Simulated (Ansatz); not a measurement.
Ansatz results at the PBE0-D4/def2-TZVP geometry: zero-point energy (PBE0-D4/def2-TZVP) 74.5 kJ/mol; size of the dipole moment (ωB97M-V/def2-TZVPP) 3.59 D; LUMO energy (B3LYP/def2-TZVPP) -1.63 eV.

Each molecule was computed in one conformer, which needn't be the lowest.

Question: Which molecule gave them?
A. `[OH][SnH]([OH])[OH]`
B. `O=C=[N][SnH2][Cl]`
C. `[F][SnH]([Cl])[Cl]`
D. `[I][SnH2][I]`

Answer: B. The others give `[OH][SnH]([OH])[OH]`: 121.4, 0.60, -1.29; `[I][SnH2][I]`: 39.2, 1.71, -2.40; `[F][SnH]([Cl])[Cl]`: 29.6, 2.52, -2.51.

B3LYP here is the variant with VWN-RPA as its local correlation; programs differ in this.
